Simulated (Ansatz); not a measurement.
Computed with Ansatz.

Basis-set series for ClFHOSc (`[OH][Sc]([F])[Cl]`). Total charge 0; spin multiplicity 1. The geometry is a stationary point of PBE0-D4/def2-TZVP. It is one conformer, not always the lowest.

```json
{"atom": "O1", "x (Å)": "-0.787", "y (Å)": "1.010", "z (Å)": "-0.360"}
{"atom": "Sc2", "x (Å)": "0.251", "y (Å)": "-0.436", "z (Å)": "0.099"}
{"atom": "F3", "x (Å)": "-0.268", "y (Å)": "-2.103", "z (Å)": "-0.464"}
{"atom": "Cl4", "x (Å)": "2.173", "y (Å)": "-0.187", "z (Å)": "1.358"}
{"atom": "H5", "x (Å)": "-1.368", "y (Å)": "1.715", "z (Å)": "-0.632"}
```

```
functional       basis  functions  energy (Eh)  HOMO (eV)  LUMO (eV)
   PBE0-D4    def2-SVP         82  -1395.91839      -8.51      -2.21
   PBE0-D4  def2-QZVPP        307  -1396.43565      -8.87      -2.40
   ωB97M-V    def2-SVP         82  -1396.31859     -10.73      -0.47
   ωB97M-V  def2-QZVPP        307  -1396.83608     -11.17      -0.77
```

(1) Give the rows for def2-TZVPP. (Estimate.)

Results:

(1) The calculation gave: 
```tsv
functional	basis	functions	energy (Eh)	HOMO (eV)	LUMO (eV)
PBE0-D4	def2-TZVPP	182	-1396.39795	-8.86	-2.41
ωB97M-V	def2-TZVPP	182	-1396.80070	-11.15	-0.76
```

Scalar relativity is left out up to krypton.
